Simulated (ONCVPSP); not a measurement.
Reading a pseudo-wave (V (Z = 23))

Columns: radius, all-electron u(r) and pseudo u(r) of the 3d shell (level -2.43 eV) of vanadium in the configuration [Ne] 3s2 3p6 3d4 4s1; PBE, scalar-relativistic, ONCV scheme, ONCVPSP 4.0.1.

```json
{"r (bohr)": "0.118", "all-electron": "0.0531", "pseudo": "0.0037"}
{"r (bohr)": "0.235", "all-electron": "0.2119", "pseudo": "0.0276"}
{"r (bohr)": "0.353", "all-electron": "0.3935", "pseudo": "0.0867"}
{"r (bohr)": "0.470", "all-electron": "0.5437", "pseudo": "0.1849"}
{"r (bohr)": "0.588", "all-electron": "0.6520", "pseudo": "0.3176"}
{"r (bohr)": "0.705", "all-electron": "0.7180", "pseudo": "0.4674"}
{"r (bohr)": "0.822", "all-electron": "0.7496", "pseudo": "0.6150"}
{"r (bohr)": "0.940", "all-electron": "0.7561", "pseudo": "0.7411"}
{"r (bohr)": "1.058", "all-electron": "0.7453", "pseudo": "0.8282"}
{"r (bohr)": "1.175", "all-electron": "0.7239", "pseudo": "0.8687"}
{"r (bohr)": "1.292", "all-electron": "0.6963", "pseudo": "0.8651"}
{"r (bohr)": "1.410", "all-electron": "0.6651", "pseudo": "0.8260"}
{"r (bohr)": "1.528", "all-electron": "0.6326", "pseudo": "0.7643"}
{"r (bohr)": "1.645", "all-electron": "0.6003", "pseudo": "0.6941"}
{"r (bohr)": "1.763", "all-electron": "0.5685", "pseudo": "0.6253"}
{"r (bohr)": "1.880", "all-electron": "0.5381", "pseudo": "0.5664"}
{"r (bohr)": "1.998", "all-electron": "0.5090", "pseudo": "0.5194"}
{"r (bohr)": "2.115", "all-electron": "0.4816", "pseudo": "0.4839"}
{"r (bohr)": "2.232", "all-electron": "0.4558", "pseudo": "0.4560"}
{"r (bohr)": "2.350", "all-electron": "0.4314", "pseudo": "0.4313"}
{"r (bohr)": "2.468", "all-electron": "0.4084", "pseudo": "0.4084"}
{"r (bohr)": "2.585", "all-electron": "0.3870", "pseudo": "0.3870"}
{"r (bohr)": "2.702", "all-electron": "0.3669", "pseudo": "0.3669"}
{"r (bohr)": "2.820", "all-electron": "0.3478", "pseudo": "0.3478"}
{"r (bohr)": "2.938", "all-electron": "0.3298", "pseudo": "0.3298"}
{"r (bohr)": "3.055", "all-electron": "0.3130", "pseudo": "0.3130"}
```

(1) How many radial nodes do the two functions have?

(2) At about which radius was the pseudo-wave matched?

(3) Where does each function peak?

(4) Is the pseudo-wave norm-conserving?

Answers

(1) The all-electron 3d function has n − l − 1 = 0; the pseudo-wave has 0.

(2) 2.35 bohr. The columns agree to 0.0005 from 2.23 bohr on; several derivatives are matched, so the curves merge somewhat inside the radius.

(3) Outermost all-electron maximum near 0.94 bohr, pseudo maximum near 1.18 bohr (to the table’s step).

(4) Yes: the ONCV scheme keeps the norm inside the radius equal to the all-electron one, which fixes the energy derivative of the logarithmic derivative at the level.
